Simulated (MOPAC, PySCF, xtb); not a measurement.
Stepwise substitution at one centre (B CH3-I). Gas-phase values, no solvent. Strings in code marks are SMILES.

Quantity: redistribution energy (mixed species minus the weighted end members), in kJ/mol. Semi-empirical values (MOPAC) are differences of heats of formation.

Level 1: TPSSh-D3(BJ)/def2-TZVP // PBE0-D3(BJ)/def2-TZVP (PySCF)
Level 2: AM1 // PBE0-D3(BJ)/def2-TZVP (MOPAC)
Level 3: GFN2-xTB (xtb)
Level 4: PM6 // PBE0-D3(BJ)/def2-TZVP (MOPAC)

```csv
species,level 1,level 2,level 3,level 4
1 of 3 CH3 replaced by I: `CB(C)I`,-18.21,-1.15,-26.39,-21.85
2 of 3 CH3 replaced by I: `IB(C)I`,-14.37,-2.01,-23.58,-17.15
```
